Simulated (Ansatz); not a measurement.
One change: `F[CH](F)[AlH2]` becomes `F[CH]([AlH2])[SiH2][SiH3]`.

Ansatz, PBE0-D4/def2-TZVP geometries, multiplicity 1. Each molecule was computed in one conformer, which needn't be the lowest. `F[CH](F)[AlH2]` holds a close contact that its SMILES doesn't draw: Al···F 1.96 Å.

```
                                          property  `F[CH](F)[AlH2]`
             HOMO–LUMO gap (B3LYP/def2-TZVPP) / eV              6.97
    size of the dipole moment (PBE/def2-TZVPP) / D              1.22
size of the dipole moment (ωB97M-V/def2-TZVPP) / D              1.35
                HOMO energy (PBE0/def2-TZVPP) / eV             -8.22
              HOMO–LUMO gap (PBE0/def2-TZVPP) / eV              7.40
                 HOMO energy (PBE/def2-TZVPP) / eV             -6.73
```

Give the same properties after the change, and the shifts. (Estimate.)

Ansatz gave: 
```
                                          property  `F[CH]([AlH2])[SiH2][SiH3]`  shift
             HOMO–LUMO gap (B3LYP/def2-TZVPP) / eV                         5.50  -1.47
    size of the dipole moment (PBE/def2-TZVPP) / D                         1.16  -0.06
size of the dipole moment (ωB97M-V/def2-TZVPP) / D                         1.31  -0.04
                HOMO energy (PBE0/def2-TZVPP) / eV                        -7.68   0.54
              HOMO–LUMO gap (PBE0/def2-TZVPP) / eV                         5.93  -1.47
                 HOMO energy (PBE/def2-TZVPP) / eV                        -6.35   0.38
```

With PBE0 the HOMO rises by 0.54 eV and the LUMO falls by 0.94 eV, so the gap narrows by about 1.48 eV. PBE moves the HOMO by 0.38 eV and ωB97M-V by 0.68 eV. Dipoles are sizes alone; their direction can turn.

B3LYP here is the variant with VWN-RPA as its local correlation; programs differ in this.
